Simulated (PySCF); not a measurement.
C₂H₂BrS (charge -1).
SMILES: `BrC(=C)[S-]`

The closed-shell ground state was solved at several levels (PySCF, density fitting, gas phase). Geometry: PBE0-D3(BJ)/def2-SVP; no solvent, vibrations or thermal averaging. The geometry's basis has no diffuse functions, a weakness for an anion. Relativistic effects, spin–orbit coupling among them, are left out although an element past zinc is present. No diffuse functions stand in pcSseg-1 and pcSseg-2, which bears on an anion's orbital energies.

| level | basis functions | total energy (Eh) | HOMO (eV) | LUMO (eV) | gap (eV) |
| --- | --- | --- | --- | --- | --- |
| PBE0/def2-SVPD | 124 | -3048.7897 | -1.09 | 3.43 | 4.52 |
| PBE0/pcSseg-1 | 109 | -3048.9627 | -0.77 | 4.14 | 4.91 |

Estimate the row for mPW1PW91/pcSseg-2, a basis of 206 functions; the other rows only guide the guess.

Total energy -3050.0842 Eh, HOMO -1.02 eV, LUMO 3.77 eV, gap 4.79 eV.

Over all these levels, which gives the widest orbital gap and which the narrowest?

PBE0/pcSseg-1 has the widest, 4.91 eV, and PBE0/def2-SVPD the narrowest, 4.52 eV. The two share the functional. From the narrowest to the widest the HOMO moves by +0.32 eV and the LUMO by +0.71 eV.
